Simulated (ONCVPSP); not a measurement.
**gold: one change to an ONCV potential, before and after**

```json
{"Element": "gold", "Generator": "ONCVPSP 4.0.1", "Type": "optimised norm-conserving Vanderbilt (ONCV)", "Functional": "PBEsol", "Relativity": "scalar-relativistic", "Frozen core": "[Xe] 4f14", "Valence charge": "11", "Reference configuration": "5d10 6s0.75 6p0.25", "Partial waves": "6s: rc 2.00 bohr, ncon 4, nbas 8, qcut 2.8 1/bohr, 2 projectors, debl 3 Ha; 6p: rc 3.35 bohr, ncon 4, nbas 7, qcut 2.6 1/bohr, 2 projectors, debl 1 Ha; 5d: rc 1.85 bohr, ncon 4, nbas 9, qcut 9.9 1/bohr, 2 projectors, debl 1.9 Ha; f scattering state at 0.26 Ha: rc 3.40 bohr, ncon 4, nbas 8, qcut 3 1/bohr, 1 projector", "Local potential": "polynomial inside 1.75 bohr (lpopt 5, dvloc0 0 Ha)", "Core correction": "Teter function, fcfact 2.75, rcfact 1.6"}
```

Change: all radii but the core radius scaled by about 1.22 (s 2.44, p 4.10, d 2.26, f 4.16 bohr); local potential polynomial inside 2.14 bohr (lpopt 5, dvloc0 0 Ha).

Cutoffs: the cutoffs (Ha) at which the residual kinetic energy of the hardest occupied pseudo-wave falls to 1 and 0.1 mHa per electron; they do not see the model core or the augmentation charge, which bear on the density cutoff. Errors are all-electron minus pseudo energies relative to the spin-unpolarised reference configuration.

Task: What does the change do?

Result: The potential gets softer (23 Ha and 28 Ha → 18 Ha and 25 Ha); the lowest positive-energy flag moves from f at 21.8 eV to p at 56.6 eV; of the 3 tests that both files solve, the error grows in 1 and shrinks in 1 by more than 15 % and 0.3 meV (median size 18.4 → 16.3 meV); neither file shows a bound ghost. A larger radius leaves more room for a smooth pseudo-wave, so fewer plane waves are needed.

```csv
quantity,base,changed
"cutoff, loose",23 Ha,18 Ha
"cutoff, tight",28 Ha,25 Ha
loose cutoff by channel,"s 5.5 Ha, p 1.1 Ha, d 23 Ha","s 4.5 Ha, p 0.9 Ha, d 18 Ha"
bound ghosts,none,none
GHOST(+) flags under 300 eV,"f at 21.8 eV, s at 26.8 eV, p at 42.5 eV","p at 56.6 eV, s at 71.8 eV"
tests with a reliable result,3 of 4,3 of 4
"error for 5d10 6s1 6p0, meV [ΔE -1.29 eV]",+0.1,+0.5
"error for 5d10 6s0 6p0, meV [ΔE 8.15 eV]",-18,-16
"error for 5d9 6s1 6p1, meV [ΔE 6.27 eV]",-33,-19
"rms error of d²Exc/dni dnj with the model core, mHa",0.35,0.37
```
